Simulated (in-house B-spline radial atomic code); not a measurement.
# S6+: [He] 2s2 2p6

Method: non-relativistic PBEsol, spin-polarised, spherical fractional occupations, point nucleus. Calculated with an all-electron radial atomic-structure program (B-spline basis).

Effective charges: Z_r = [3n² - l(l+1)]/(2<r>) from the radius, Z_e = n√(-2ε) from the energy, and Slater's rules. Values are occupation-weighted means over spin.

```
shell  electrons   ε (eV)  <r> (bohr)    Z_r    Z_e  Slater
   1s          2    -2500     0.09737  15.41  13.56   15.70
   2s          2  -310.87      0.4768  12.58   9.56   11.85
   2p          6  -257.72      0.4363  11.46   8.70   11.85
```

The least bound orbital is 2p at -257.7 eV, while the most diffuse is 2s (<r> = 0.4768 bohr against 0.4363 bohr): energy order and size order differ.
